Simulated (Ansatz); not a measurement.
The same atomization along the group O, S, Se.

Computed with Ansatz on PBE0-D4/def2-TZVP structures; ΔE is electronic, products minus reactants. CCSD(T)/CBS is the MP2 limit (def2-TZVPP, def2-QZVPP) plus CCSD(T) − MP2 in def2-TZVPP, frozen cores. This one scheme is used for every species, atoms too. DFT in def2-TZVPP. No spin–orbit coupling; open shells (•) take unrestricted orbitals. Spin–orbit coupling would lower the free atoms: a little for C, O, S; clearly for Se. Bonds to Se are less sure, by a few kJ/mol each and by 10 to 20 or more in all where they break to atoms, as the def2 sets lack core-valence functions. Scalar relativity is left out up to krypton.

| reaction | ωB97M-V (eV) | CCSD(T)/CBS(def2) (eV) |
| --- | --- | --- |
| `C1NCO1` → 2 C• + 5 H• + N• + O• | 35.59 | 35.36 |
| `C1NCS1` → 2 C• + 5 H• + N• + S• | 34.18 | 33.89 |
| `C1NC[Se]1` → 2 C• + 5 H• + N• + Se• | 33.31 | 33.26 |

Largest T1 diagnostic: 0.010, for `C1NCS1`.

For atomizations the MP2-based limit and the directly extrapolated one differ by several kJ/mol either way, and by 10 to 25 for some Ge, Se and Sn compounds, so smaller differences from it don't rank the levels.
